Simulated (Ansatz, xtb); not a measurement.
Molecule: C$_{3}$HO, net charge -1, singlet state. It need not be the lowest isomer of its formula. Whether it binds its extra electron was not tested at this geometry. 
Coordinates optimised at B3LYP-D3(BJ)/def2-TZVP (Ansatz, a program for electronic structure):
```xyz
5

C      1.6144     1.1350     0.1939
C      0.5289     0.3409     0.1851
C     -0.4991    -0.3267    -0.1548
O     -1.4871    -1.0091    -0.3217
H      2.0316     1.1780     1.2291
```
Charge -1, spin multiplicity 1.

Harmonic wavenumbers from GFN2-xTB (xtb, at its own minimum), cm⁻¹: 120, 191, 271, 536, 942, 1079, 1525, 2222, 2393.

Task: Give the harmonic wavenumbers at B3LYP-D3(BJ)/def2-TZVP (Ansatz, finite differences of forces, unscaled).

Result: 228, 235, 303, 668, 906, 1106, 1553, 2152, 2754 cm⁻¹. Zero-point energy 14.2 kcal/mol.

Task: From these and the geometry, give the ideal-gas thermochemistry at 298.15 K and 1 atm (rigid rotor, harmonic oscillator).

Result: Point group Cs, rotational symmetry number 1. Rotational constants 481.4, 4.35, 4.311 GHz. S(trans) 37.83, S(rot) 21.10, S(vib) 5.69, S(elec, spin only) 0.00, S 64.6 cal/(mol K). H(298) - H(0) 3.41 kcal/mol; G - E(el) -1.7 kcal/mol.
